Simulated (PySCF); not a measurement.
## Krypton: a sound run and one with changed settings

Sound run: Kr²⁺ [Ar] 3d10 4s2 4p4, Kr³⁺ [Ar] 3d10 4s2 4p3. Calculation: PySCF 2.14, in pcseg-2 (6s5p3d1f, 43 functions); no relativity, point nucleus. In the sound run the correlated levels freeze [Ar] 3d10. The sound run starts from symmetry-adapted Hartree-Fock orbitals and uses a fine grid where one is needed.

Changed run: the spin-free X2C one-electron Hamiltonian (Gaussian nucleus). This setting is unsound on purpose.

| species | method | sound run (hartree) | changed run (hartree) | converged |
| --- | --- | --- | --- | --- |
| Kr²⁺ | UHF | -2750.68844 | -2778.53814 | yes |
| Kr²⁺ | M06-2X | -2752.47283 | -2780.29440 | yes |
| Kr²⁺ | B3LYP | -2752.41670 | -2780.25112 | yes |
| Kr²⁺ | MP2 | -2750.79514 | -2778.64418 | yes |
| Kr²⁺ | CCSD(T) | -2750.81829 | -2778.66674 | yes |
| Kr³⁺ | UHF | -2749.42722 | -2777.27384 | yes |
| Kr³⁺ | M06-2X | -2751.17500 | -2778.99399 | yes |
| Kr³⁺ | B3LYP | -2751.10446 | -2778.93570 | yes |
| Kr³⁺ | MP2 | -2749.50872 | -2777.35449 | yes |
| Kr³⁺ | CCSD(T) | -2749.52673 | -2777.37195 | yes |

Ionisation energy of Kr²⁺:

| method | sound run (eV) | changed run (eV) |
| --- | --- | --- |
| UHF | 34.319 | 34.403 |
| M06-2X | 35.316 | 35.386 |
| B3LYP | 35.708 | 35.794 |
| MP2 | 35.005 | 35.094 |
| SCS-MP2 | 35.074 | 35.163 |
| CCSD | 35.123 | 35.211 |
| CCSD(T) | 35.145 | 35.233 |

Most of the change in total energy is the relativistic energy itself. On top of that the contraction fixes the core shape for the Hamiltonian it was made with, so the changed run is not a good calculation with the other Hamiltonian either.

For comparison, NIST gives 35.838 ± 0.02 eV between the lowest levels.
